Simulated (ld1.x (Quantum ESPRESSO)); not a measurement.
## Transferability test, PAW potential for Cd

ld1.x (Quantum ESPRESSO) 7.5 input, shortened:

```
&input
   title='Cd', zed=48., rel=1, dft='BP', iswitch=3,
   config='[Kr] 4d10 5s2 5p0'
 /
 &inputp
   pseudotype=3, lpaw=.true., tm=.true., lloc=-2, rcloc=1.40,
   nlcc=.true., new_core_ps=.true., rcore=1.10,
   which_augfun='GAUSS', rmatch_augfun=1.60
 /
6
5S  1  0   2.00   0.00  2.15  2.30  0.0
5S  1  0   0.00   0.80  2.15  2.30  0.0
5P  2  1   0.00   0.00  2.40  2.50  0.0
5P  2  1   0.00   0.35  2.40  2.50  0.0
4D  3  2  10.00   0.00  1.45  1.70  0.0
4D  3  2   0.00   1.10  1.45  1.70  0.0
 &test
   configts(1)='4d10 5s2 5p0'
 /
```

Energies are relative to the spin-unpolarised reference configuration 4d10 5s2 5p0; without spin polarisation the order of configurations can differ from experiment.

```
valence configuration  charge  ΔE all-electron (eV)  error AE − PS (meV)
         4d10 5s1 5p0      +1                 9.470                 -1.2
         4d10 5s0 5p0      +2                26.697                 -6.4
          4d9 5s0 5p0      +3                64.789                 -125
         4d10 5s0 5p1      +1                15.314                 -3.6
         4d10 5s1 5p1       0                 4.721                 -0.7
```

What are ΔE and the potential's error for 4d9 5s2 5p1?

ΔE = 12.613 eV all-electron; the error (AE − PS) is -7.1 meV.

What are ΔE and the potential's error for 4d8 5s0 5p0?

ΔE = 118.921 eV all-electron; the error (AE − PS) is -585 meV.

These tests converged, but a pseudo level misses the all-electron one widely, so the file describes the atom poorly there or has found another state: 4d8 5s0 5p0: empty 5s by 6.6 eV (a node warning on the way).
